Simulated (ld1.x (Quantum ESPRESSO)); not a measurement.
bismuth (Bi): variants of one TM potential

Base potential:

* Element: bismuth (Bi)
* Generator: ld1.x (Quantum ESPRESSO) 7.5
* Type: norm-conserving Troullier–Martins (Kleinman–Bylander form)
* Functional: LDA (PZ)
* Relativity: scalar-relativistic
* Frozen core: [Xe] 4f14
* Valence charge: 15
* Reference configuration: 5d10 6s2 6p3
* Partial waves: 6s (bound): rc 1.80 bohr; 6p (bound): rc 2.50 bohr; 5d (bound): rc 1.85 bohr; 5f channel at 0.1 Ry: rc 2.70 bohr
* Local potential: all-electron potential smoothed inside 1.45 bohr (lloc = -1)
* Core correction: a·sin(br)/r model core inside 1.05 bohr

All-electron outer shells of the reference configuration (LDA (PZ), scalar-relativistic, ld1.x):

```
shell  level (eV)  outermost node (bohr)  outermost maximum (bohr)
   4f     -152.95                      –                      0.34
   5p      -95.96                   0.48                      0.86
   5d      -27.18                   0.51                      1.03
   6s      -14.76                   0.98                      1.86
   6p       -4.77                   1.14                      2.44
```

Cutoffs, loose and tight: the cutoffs (Ry, on a coarse ladder) from which the occupation-weighted sum of valence levels, in a spherical-Bessel basis at the reference potential, stays within 10 and 1 mRy of its value at 400 Ry. They do not see the model core or the augmentation charge, which bear on the density cutoff. Test errors are all-electron minus pseudo excitation energies from the reference, over the configurations 5d10 6s2 6p2; 5d10 6s2 6p1; 5d10 6s2 6p0; 5d9 6s2 6p4; 5d10 6s2 6p2.5; 5d10 6s1 6p4; 5d10 6s2 6p3.3 (two spin-polarised tests are not counted in the largest error). A dash means not determined; rows that change the core or the reference have their own tests. The largest error is taken over the tests solved by every variant that gives reliable tests at all: 5d10 6s1 6p4; 5d10 6s2 6p0; 5d10 6s2 6p1; 5d10 6s2 6p2; 5d10 6s2 6p2.5; 5d10 6s2 6p3.3.

A true bound ghost makes a file unfit for plane-wave use even where its test errors are small: the radial tests pick states by their node count and pass the ghost by. Where a test does run into it, the solver fails or the error is huge.

| change | outcome | cutoff, loose | cutoff, tight | bound ghosts | largest test error (meV) |
| --- | --- | --- | --- | --- | --- |
| base | generated | 55 Ry | 90 Ry | s, p | -28 |
| wave 5f channel at 0.1 Ry: rc 2.70 bohr becomes 5f channel at 1.85 Ry: rc 2.70 bohr | generated | 55 Ry | 90 Ry | s, p | -28 |
| core correction a·sin(br)/r model core inside 0.94 bohr | generated | 55 Ry | 90 Ry | s, p | -28 |
| wave 5f channel at 0.1 Ry: rc 2.70 bohr becomes 5f channel at 0.1 Ry: rc 3.12 bohr | generated | 55 Ry | 90 Ry | s, p | -28 |
| wave 5d (bound): rc 1.85 bohr becomes 5d (bound): rc 1.80 bohr | generated | 55 Ry | 90 Ry | s, p | -28 |

Q: What comes out with this change to the base: local potential the d channel?

A: outcome: generated; cutoff, loose: 55 Ry; cutoff, tight: 90 Ry; bound ghosts: f, s, p; largest test error (meV): -30.

Q: What comes out with this change to the base: local potential all-electron potential smoothed inside 2.24 bohr (lloc = -1)?

A: outcome: generated; cutoff, loose: 55 Ry; cutoff, tight: 90 Ry; bound ghosts: none; largest test error (meV): -23.

Q: What comes out with this change to the base: reference 5d10 6s2 6p2?

A: outcome: generated; cutoff, loose: 55 Ry; cutoff, tight: 90 Ry; bound ghosts: s, p; largest test error (meV): -218.
